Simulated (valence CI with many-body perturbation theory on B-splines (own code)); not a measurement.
# I32+ in three bases

Computed by valence CI with perturbative core correlation (CI+MBPT): three valence electrons over a frozen Dirac-Fock core [Ar], radial functions for each j: 7 s, 7 p, 8 d, 6 f, 4 g, 1 h, with the one-electron correlation potential Σ1 (screened to all orders), the two-electron term Σ2, the three-electron term Σ3, Breit, model QED; selected single and double excitations, second order for the rest, scaled by the run's own slope (own B-spline code, finite nucleus).

No measured spectrum was set against this ion. As an estimate, large intervals hold to a few tenths of a per cent, small ones and those within an open d or f shell to about a per cent. Only levels of the ground parity were solved; by the run's estimate the other parity begins above the list, which can be wrong where configurations are misplaced.

The reference run has the lowest level (3d3/2^3) J=3/2 and an ionisation energy of 1999.85 eV. Its largest variational space holds 4830 state functions.

Levels are named by their leading jj configuration (3d3/2^4 stands for four electrons in 3d with j = 3/2), which in mixed levels can hold well under half, so a name can repeat and another be missing. Letters in brackets count levels of one name in rising energy.

Changed runs:
A. basis 6 s, 6 p, 5 d, 5 f, 1 g
B. basis 5 s, 5 p, 4 d, 4 f

Excitation energies of the reference run in cm⁻¹, and shifts in cm⁻¹:

```csv
Level,Reference,A,B
(3d3/2^2 3d5/2) J=5/2 [a],79204,-153,-246
(3d3/2^2 3d5/2) J=7/2,120166,-30,-0.3
(3d3/2^2 3d5/2) J=3/2,122878,+117,+293
(3d3/2^2 3d5/2) J=9/2,134225,+123,+315
(3d3/2^2 3d5/2) J=1/2,144055,+136,+346
(3d3/2 3d5/2^2) J=7/2 [a],214114,+85,+224
(3d3/2^2 3d5/2) J=5/2 [b],219085,+112,+271
(3d3/2 3d5/2^2) J=9/2,226887,+31,+187
(3d3/2 3d5/2^2) J=3/2 [a],254481,+140,+278
(3d3/2 3d5/2^2) J=1/2,267459,+272,+612
(3d3/2 3d5/2^2) J=11/2,280225,+280,+723
(3d3/2 3d5/2^2) J=5/2 [a],299517,+324,+619
Ionisation energy (eV),1999.85,-0.06,-0.08
```
